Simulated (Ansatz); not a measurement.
Relaxation of Si3O4⁻ with UKS r2SCAN-D4/def2-SVPD.

```sh
$ ansatz run in.yaml --threads 4 --pin off --events-out ev --progress --plain --max-ram 4787MiB
```

```yaml
crystal:
  periodic: [false, false, false]
  atoms:
    - {symbol: Si, position_ang: [1.389460, -0.320470, -0.688560]}
    - {symbol: Si, position_ang: [-2.071560, 0.604260, 0.108070]}
    - {symbol: Si, position_ang: [-0.937990, -0.978110, 1.299430]}
    - {symbol: O, position_ang: [0.472980, -1.013830, 0.567390]}
    - {symbol: O, position_ang: [-2.182870, 1.932240, 0.870170]}
    - {symbol: O, position_ang: [2.856990, -0.234820, -0.293100]}
    - {symbol: O, position_ang: [0.472990, 0.010720, -1.863400]}
basis:
  gaussian: {orbitals: def2-SVPD}
total_charge: -1
magnetization: {spin_polarized: true, initial_magnetization: 1}
hamiltonian: {xc: r2scan, dispersion: d4}
scf: {lower_state_search: "off"}
output: {orbitals: {seedname: orbitals}}
relax: {f_tol: 0.02, max_steps: 100}
```

It took 78 s on 4 threads of Arm Neoverse V2 on a shared host.

Positions (Å) and forces (eV/Å) at steps 1, 2, 3, 4, 5, 6, 7, 8, 9, 10, 11, 12, 13, 16 of 16:

```xyz
7
step=1 energy=-31805.5125 eV
Si    1.389   -0.320   -0.689   -0.064   -0.342    0.774
Si   -2.072    0.604    0.108   -0.515   -0.386   -1.725
Si   -0.938   -0.978    1.299   -0.887   -1.305    1.742
O     0.473   -1.014    0.567    1.473   -0.408   -0.415
O    -2.183    1.932    0.870   -0.313    1.768    0.715
O     2.857   -0.235   -0.293    1.712    0.104    0.325
O     0.473    0.011   -1.863   -1.406    0.568   -1.416
7
step=2 energy=-31805.9285 eV
Si    1.391   -0.335   -0.677   -0.311    0.055    0.411
Si   -2.022    0.618    0.102    0.040    0.469   -0.214
Si   -0.884   -1.078    1.374   -0.842   -0.369    0.804
O     0.520   -1.106    0.581    1.054   -0.300   -0.494
O    -2.290    2.029    0.733   -0.109   -0.045   -0.252
O     2.895   -0.286   -0.350    0.707   -0.045   -0.088
O     0.389    0.158   -1.763   -0.539    0.235   -0.168
7
step=3 energy=-31806.1269 eV
Si    1.362   -0.280   -0.626    0.201   -0.599    0.313
Si   -1.885    0.629    0.080   -0.212    1.400    0.507
Si   -0.853   -1.169    1.441   -0.855    0.161    0.290
O     0.544   -1.172    0.598    1.087    0.035   -0.655
O    -2.374    2.069    0.590    0.504   -1.501   -0.797
O     2.912   -0.359   -0.435   -0.549    0.224   -0.289
O     0.294    0.283   -1.647   -0.177    0.280    0.631
7
step=4 energy=-31806.3467 eV
Si    1.344   -0.337   -0.636   -0.143    0.264    0.838
Si   -1.814    0.625    0.068    0.090    1.233    0.352
Si   -0.840   -1.180    1.463   -0.867    0.257    0.209
O     0.563   -1.226    0.608    1.111   -0.067   -0.916
O    -2.377    2.066    0.483    0.570   -1.479   -0.736
O     2.903   -0.346   -0.478   -0.757   -0.049   -0.543
O     0.221    0.398   -1.508   -0.004   -0.158    0.794
7
step=5 energy=-31806.7925 eV
Si    1.307   -0.297   -0.569    0.059   -0.288    0.605
Si   -1.684    0.618    0.048    0.486    0.743    0.043
Si   -0.850   -1.204    1.476   -1.059    0.327    0.226
O     0.572   -1.270    0.621    1.344    0.154   -1.044
O    -2.354    2.028    0.356    0.546   -1.081   -0.645
O     2.878   -0.365   -0.572   -1.191    0.202   -0.424
O     0.132    0.491   -1.360   -0.186   -0.057    1.239
7
step=6 energy=-31807.3350 eV
Si    1.277   -0.269   -0.504    0.064   -0.736    0.274
Si   -1.570    0.610    0.050    0.720    0.719   -0.279
Si   -0.861   -1.223    1.479   -1.100    0.299    0.266
O     0.588   -1.315    0.622    1.311    0.302   -0.948
O    -2.324    1.995    0.220    0.490   -0.946   -0.493
O     2.834   -0.371   -0.666   -1.170    0.433   -0.271
O     0.055    0.573   -1.201   -0.315   -0.072    1.451
7
step=7 energy=-31807.7151 eV
Si    1.239   -0.316   -0.456    0.907   -0.806    0.508
Si   -1.406    0.691   -0.031   -1.379   -0.333    1.898
Si   -0.896   -1.242    1.459   -1.088    0.631   -0.033
O     0.641   -1.371    0.664    0.911    0.329   -0.934
O    -2.334    1.958    0.148    0.667   -0.505   -0.736
O     2.775   -0.314   -0.761   -1.269    0.368   -0.248
O    -0.018    0.594   -1.023    1.251    0.316   -0.456
7
step=8 energy=-31807.9842 eV
Si    1.264   -0.328   -0.434    0.107   -0.457    0.113
Si   -1.376    0.716    0.142   -1.406    1.229    0.052
Si   -0.910   -1.229    1.437   -0.447   -0.009    0.297
O     0.652   -1.416    0.626    0.202    0.205   -0.211
O    -2.403    1.942   -0.029    1.317   -1.529    0.069
O     2.755   -0.328   -0.849   -0.392    0.273   -0.188
O     0.017    0.644   -0.894    0.619    0.287   -0.132
7
step=9 energy=-31808.0885 eV
Si    1.255   -0.339   -0.404   -0.179    0.065    0.045
Si   -1.366    0.705    0.136   -0.393    0.487   -0.091
Si   -0.953   -1.250    1.445   -0.112    0.041    0.008
O     0.670   -1.424    0.682   -0.111    0.547   -0.373
O    -2.403    1.866   -0.095    0.367   -0.506    0.083
O     2.690   -0.357   -0.961    0.146    0.019   -0.147
O     0.107    0.798   -0.803    0.282   -0.653    0.474
7
step=10 energy=-31808.0901 eV
Si    1.253   -0.332   -0.414    1.219   -0.302   -0.262
Si   -1.369    0.722    0.164    0.881   -0.874    0.072
Si   -0.956   -1.233    1.456    0.063   -0.008   -0.058
O     0.647   -1.397    0.634   -0.452   -0.302    0.499
O    -2.393    1.838   -0.106   -0.745    0.809   -0.202
O     2.702   -0.355   -0.954   -0.195    0.050   -0.046
O     0.116    0.757   -0.779   -0.771    0.628   -0.003
7
step=11 energy=-31808.1318 eV
Si    1.286   -0.340   -0.393   -0.104    0.469   -0.306
Si   -1.363    0.712    0.147    0.017   -0.090    0.075
Si   -0.981   -1.244    1.427   -0.082   -0.030    0.051
O     0.652   -1.367    0.679   -0.067   -0.302    0.270
O    -2.429    1.814   -0.127   -0.052    0.097   -0.055
O     2.685   -0.398   -1.034    0.093   -0.012   -0.041
O     0.151    0.822   -0.700    0.195   -0.132    0.006
7
step=12 energy=-31808.1369 eV
Si    1.283   -0.335   -0.400    0.013    0.014    0.021
Si   -1.363    0.711    0.155   -0.058    0.036   -0.009
Si   -0.986   -1.251    1.434    0.024    0.014   -0.026
O     0.651   -1.373    0.685    0.035   -0.007   -0.014
O    -2.423    1.820   -0.133    0.053   -0.032   -0.005
O     2.688   -0.389   -1.034   -0.027   -0.028    0.008
O     0.150    0.816   -0.707   -0.039    0.002    0.026
7
step=13 energy=-31808.1374 eV
Si    1.285   -0.330   -0.394   -0.021   -0.024   -0.033
Si   -1.369    0.712    0.155    0.021   -0.016   -0.001
Si   -0.982   -1.253    1.429    0.007   -0.013    0.002
O     0.658   -1.374    0.688   -0.014    0.023    0.015
O    -2.423    1.822   -0.142   -0.005    0.005   -0.002
O     2.682   -0.397   -1.044    0.000    0.008    0.013
O     0.150    0.821   -0.693    0.012    0.017    0.005
7
step=16 energy=-31808.1376 eV
Si    1.283   -0.331   -0.396   -0.005   -0.002   -0.002
Si   -1.368    0.711    0.155   -0.003   -0.004    0.005
Si   -0.983   -1.254    1.429    0.002   -0.001   -0.003
O     0.657   -1.372    0.689   -0.002    0.005    0.003
O    -2.423    1.821   -0.142    0.001   -0.001   -0.001
O     2.682   -0.397   -1.043    0.001   -0.002    0.001
O     0.152    0.823   -0.692    0.007    0.004   -0.003
```

The relaxation made no stability test and no search for a lower SCF solution. The structure comes from a short search, and lower isomers may exist.
